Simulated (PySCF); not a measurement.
System: Cl₂Zn, singlet: symmetric bend, bond length relaxed. Scanned: Cl-Zn-Cl angle. Other coordinates (Zn-Cl bond length) were minimised at PBE0/def2-TZVP. Each profile is relative to its own lowest point.

```csv
a / °,A,B,C
180,0.0,0.4,0.0
170,0.5,0.2,0.4
160,2.1,0.0,1.5
150,4.7,0.4,3.6
140,8.2,1.9,6.7
130,12.6,5.0,10.8
120,18.0,9.7,16.2
110,24.4,16.0,22.8
100,32.3,24.2,31.2
90,42.7,35.3,42.4
```

Energies in kcal/mol.

Q: Match the curves with the methods PySCF 2.14.0 with PBE/def2-TZVP; restricted Hartree-Fock/3-21G (PySCF); restricted B3LYP/6-31G*, spherical d in PySCF.

A: A is PBE; B is RHF/3-21G; C is RKS-B3LYP/6-31G*.

The scan ran from 180.0 to 80.0; beyond the range shown the relaxed coordinates jump or full CI changes its symmetry label.
